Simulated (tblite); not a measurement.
H₃S₂, charge +1, singlet, at a GFN2-xTB geometry; GFN1-xTB (tblite).

tblite was given this input:
```
$ tblite run mol.xyz --method gfn1 --charge 1 --spin 0 --guess eeq --json tblite.json --no-restart

# file mol.xyz
5

S      0.89863091    -0.20318323     0.56442505
S     -0.81776582     0.18767189    -0.54542269
H      1.70492471    -0.24812458    -0.50411846
H     -1.33373201     1.21504808     0.18436999
H     -1.66503405    -0.71874195     0.01571083
```

Task: What does tblite print? Leave out banner, timings and long lists.

Result: 
```
xTB calculator
 | screened Coulomb repulsion
 | Coulomb electrostatics
 |  * isotropic Klopman-Ohno-Mataga-Nishimoto electrostatics
 |  * onsite third-order electrostatics
 | DFT-D3(BJ) dispersion correction

halogen bonding energy    0.0000000000000E+00 Eh
repulsion energy          3.0147655256324E-02 Eh
dispersion energy        -1.2722115904687E-03 Eh
number of electrons       1.4000000000000E+01 e
integral cutoff           1.9731147476801E+01 bohr

------------------------------------------------------------
  cycle        total energy    energy error   density error
------------------------------------------------------------
      1     -8.486085605590  -8.5149610E+00   1.3125262E-01
      2     -8.498681354914  -1.2595749E-02   7.7587237E-02
      3     -8.507993217224  -9.3118623E-03   1.9147699E-02
      4     -8.508316400469  -3.2318325E-04   6.9196740E-03
      5     -8.508321445255  -5.0447855E-06   1.5267327E-03
      6     -8.508322367739  -9.2248433E-07   2.2361680E-04
      7     -8.508322448487  -8.0748073E-08   7.2589342E-06
------------------------------------------------------------

electronic energy        -8.5371978921530E+00 Eh
total energy             -8.5083224484872E+00 Eh

Post processing:
 | Mayer-Wiberg bond orders

[Info] JSON dump of results written to 'tblite.json'
```
